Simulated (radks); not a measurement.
Initial-state core-level shifts of the sulfur ion S3+ when its valence configuration changes from [Ne] 3s2 3p1. All-electron calculation, non-relativistic Kohn-Sham, PBE, spin-polarised, spherical densities, point nucleus; open shells are filled with parallel spins first. Program: a radial shooting solver on a logarithmic mesh with Libxc functionals. Shifts are changes of the shell-averaged eigenvalues in eV (positive: less bound); the change of the density at the nucleus, which sets a Mossbauer isomer shift, is in e/bohr^3, on a base of 2680.

| valence | 1s | 2s | 2p | density at nucleus |
|---|---|---|---|---|
| 3s1 3p2 | -0.573 | -0.663 | -0.637 | -11.2330 |
| 3p3 | -1.620 | -1.754 | -1.703 | -22.7644 |
| 3s0.5 3p2.5 | -1.099 | -1.211 | -1.173 | -16.9868 |
| 3s1.5 3p1.5 | -0.357 | -0.393 | -0.381 | -5.5712 |
